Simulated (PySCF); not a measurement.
C7H12Ge: core ionisation energies

Compound: C7H12Ge.
Numbering: `[CH3:1][C:2]#[C:3][C@H:4]1[CH2:5][CH2:6][GeH2:7][CH2:8]1`

Geometry (PBE0-D3(BJ)/def2-SVP, Å), atoms numbered from 1 in this order:
```xyz
20
C7H12Ge angstrom
C      3.5376   -0.0327   -0.0421
C      2.0881    0.0554   -0.1214
C      0.8796    0.1322   -0.1930
C     -0.5764    0.2195   -0.2522
C     -1.2621   -1.1445   -0.0230
C     -2.7822   -0.9704   -0.0644
Ge    -3.0679    0.7683    0.8245
C     -1.1569    1.2428    0.7475
H      4.0160    0.8570   -0.4813
H      3.8767   -0.1112    1.0030
H      3.9149   -0.9154   -0.5824
H     -0.8521    0.5514   -1.2721
H     -0.9056   -1.8761   -0.7659
H     -0.9468   -1.5220    0.9651
H     -3.1452   -0.9046   -1.1026
H     -3.3153   -1.8015    0.4184
H     -3.6057    0.6575    2.2646
H     -3.9790    1.7182    0.0215
H     -0.7015    1.0952    1.7395
H     -0.9562    2.2786    0.4411
```

Method: delta-SCF UKS SCAN, pcX-2 on the ionised atom, pcseg-1 elsewhere, spin-free X2C (PySCF). Binding energies are ΔSCF values: E(core-ionised, relaxed orbitals) − E(ground state) at a fixed geometry, referred to the vacuum level.

Task: Give the core binding energies atom by atom.

Result: 
```csv
atom(s),environment,level,binding energy (eV),above the level's lowest (eV),count
C1,propargylic carbon,C 1s,291.37,+1.71,1
C2,alkyne carbon,C 1s,289.70,+0.04,1
C3,alkyne carbon,C 1s,289.66,0.00,1
C4,propargylic carbon,C 1s,291.04,+1.38,1
C5,ring CH2 carbon,C 1s,290.38,+0.72,1
C6,sp3 carbon bound to germanium,C 1s,289.94,+0.28,1
C8,sp3 carbon bound to germanium,C 1s,289.86,+0.20,1
```

Lowest listed C 1s: C3, bonded to C (triple bond) and C. Highest, 1.71 eV above it: C1, bonded to C and 3 H. The widest gap between neighbouring values is 0.66 eV, between 290.38 and 291.04 eV. Summing the Pauling electronegativity differences to the bonded atoms, each weighted by its formal bond order, gives 0.00 for the lowest site and -1.05 for the highest; the largest sum, 0.00, belongs to C2, 1.67 eV below the top. The smallest sum, -1.24, belongs to C8, 0.20 eV above the lowest. The values 289.66 and 289.70 eV lie too close for their order to be trusted.

Task: What is the C 1s shift of C5 against C2?

Result: 290.38 − 289.70 = +0.68 eV, or +66 kJ/mol.

Task: Which photon wavelength matches the C 1s of C4 threshold?

Result: λ = hc/E = 12398.42 eV Å / 291.04 eV = 42.600 Å.

No level of germanium is listed. Isolated species at its PBE0-D3(BJ)/def2-SVP geometry (one conformer only).
